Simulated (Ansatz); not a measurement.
Si7O6⁺, relaxed as a doublet with UKS r2SCAN-D4/def2-SVP in Ansatz, starting from the GFN1-xTB geometry. Force threshold 0.03 eV/Å.

Another isomer (doublet) lies 0.08 eV lower at PBE0-D4/def2-SVP; other spin states weren't run for this one.

Start:

```xyz
13

Si   -0.366   -3.619    0.273
Si   -1.517   -2.120   -2.449
Si   -0.293    0.683   -1.118
Si   -1.411    1.680    1.062
Si    1.250    3.550    0.939
Si    0.660   -0.580    1.018
Si    2.183    0.706   -0.505
O    -1.022   -3.087   -1.185
O    -0.299    2.952    1.129
O    -0.970   -0.537   -1.986
O    -0.520    0.348    1.706
O     2.018    2.209    0.184
O     0.287   -2.183    0.931
```

```csv
step,energy (eV),largest force component (eV/Å),SCF passes
1,-67388.9556,1.053,32
2,-67389.1012,0.741,36
3,-67389.1490,0.470,30
4,-67389.1972,0.200,34
5,-67389.2178,0.383,35
6,-67389.2487,0.162,34
7 (rejected),-67389.2472,0.412,34
8,-67389.2634,0.061,34
9,-67389.2749,0.101,35
10,-67389.2770,0.112,35
11,-67389.2791,0.072,35
12,-67389.2804,0.065,30
13,-67389.2819,0.029,29
```

Force components are those of the run's own axes.

End:

Cartesian coordinates in Å:
```
Si -0.282 -3.573 0.313
Si -1.515 -2.124 -2.460
Si -0.329 0.571 -1.200
Si -1.252 1.653 0.870
Si 1.306 3.464 1.060
Si 0.564 -0.624 0.892
Si 2.028 0.610 -0.551
O -0.851 -2.721 -1.031
O -0.325 2.991 1.184
O -1.130 -0.452 -2.194
O -0.466 0.353 1.724
O 1.849 2.073 0.242
O 0.404 -2.221 1.151
```

By distances, no bond broke or formed. The bond that changes most is Si3–Si4, from 2.65 to 2.51 Å (atoms count from 1).

No frequencies were taken in this run, so the end may be a saddle point.

Run time 5.3 min (4 threads of Arm Neoverse N1 on a shared host).
